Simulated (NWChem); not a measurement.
Species: C3H5FO; SMILES FC1COC1

```xyz
10

F      0.2724     1.7113     0.0000
C     -0.4442     0.5519     0.0000
C     -0.0112    -0.4943     1.0252
O      0.2103    -1.4593     0.0000
C     -0.0112    -0.4943    -1.0252
H     -1.5165     0.8044     0.0000
H     -0.7626    -0.8229     1.7629
H      0.9151    -0.1998     1.5518
H      0.9151    -0.1998    -1.5518
H     -0.7626    -0.8229    -1.7629
```
Atoms are numbered in this order, from 1.

All runs: NWChem. Pople sets run with spherical d functions. Structure relaxed at the PBE0/def2-SVP level. Level: PBE0/6-31G* with SMD (1 M gas to 1 M solution), gas-phase geometry.

Question: What does the run give for solvent dichloromethane? Quantities: solvation free energy (kcal/mol); cavity-dispersion-structure term (kcal/mol); dipole in solution (D).

Answer: The solvation free energy (kcal/mol) is -4.4. The cavity-dispersion-structure term (kcal/mol) is -0.6 and the dipole in solution (D) comes out as 1.52.
